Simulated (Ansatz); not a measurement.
Relaxation of C2H11NSi2 (16 atoms, charge 0, multiplicity 1), to a largest force component of 0.015 eV/Å in at most 40 steps.

Level of theory: Ansatz, RKS PBE0/def2-SVP.

```xyz
16
Properties=species:S:1:pos:R:3:forces:R:3
C -0.645 -2.298 -0.242 -1.86 2.95 -1.09
Si 0.854 -1.248 -0.163 0.52 0.30 0.85
C 0.598 0.470 -0.919 2.54 0.39 1.44
N -0.402 1.254 -0.326 -3.28 1.76 -2.18
Si -0.459 2.044 1.167 0.09 0.08 0.99
H -0.534 -3.240 0.152 0.40 -2.75 1.12
H -1.004 -2.360 -1.285 0.10 -0.17 0.07
H -1.464 -1.770 0.309 0.38 -0.34 -0.19
H 1.944 -1.931 -0.859 0.58 -0.16 -0.46
H 1.308 -1.134 1.275 -0.10 0.09 -0.21
H 0.401 0.324 -1.949 -0.24 -0.23 -1.63
H 1.588 1.042 -0.840 -0.40 -0.86 -0.46
H -0.812 1.967 -1.022 0.73 -1.60 1.17
H -0.289 1.064 2.274 0.04 0.04 0.19
H 0.645 3.014 1.138 0.45 0.59 0.52
H -1.753 2.779 1.333 0.04 -0.09 -0.13
```

Task: Where does it end, and by what steps?

Result: It converged. After 16 steps the energy has fallen by 0.586 eV; H15 moved furthest, 0.78 Å.

```
step  energy less start (eV)  largest force component (eV/Å)  accepted
   0                  0.0000                           3.277       yes
   1                 -0.4906                           1.175       yes
   2                 -0.5618                           0.179       yes
   3                 -0.5704                           0.090       yes
   4                 -0.5732                           0.058       yes
   5                 -0.5740                           0.053       yes
   6                 -0.5752                           0.042       yes
   7                 -0.5763                           0.034       yes
   8                 -0.5775                           0.099       yes
   9                 -0.5788                           0.073       yes
  10                 -0.5818                           0.047       yes
  11                 -0.5816                           0.150        no
  12                 -0.5838                           0.048       yes
  13                 -0.5847                           0.083       yes
  14                 -0.5852                           0.071       yes
  15                 -0.5854                           0.058       yes
  16                 -0.5857                           0.009       yes
```

```xyz
16
Properties=species:S:1:pos:R:3
C -0.655 -2.141 -0.074
Si 0.925 -1.132 -0.170
C 0.637 0.519 -1.070
N -0.393 1.364 -0.493
Si -0.507 1.849 1.171
H -0.497 -3.083 0.474
H -1.021 -2.389 -1.083
H -1.441 -1.569 0.442
H 1.981 -1.861 -0.944
H 1.466 -0.880 1.204
H 0.343 0.229 -2.096
H 1.620 1.026 -1.179
H -0.765 2.041 -1.150
H -0.805 0.675 2.049
H 0.724 2.506 1.729
H -1.636 2.824 1.234
```

The run took 73 s on 2 threads of Arm Neoverse V2, on a shared host, peak memory 0.33 GiB.
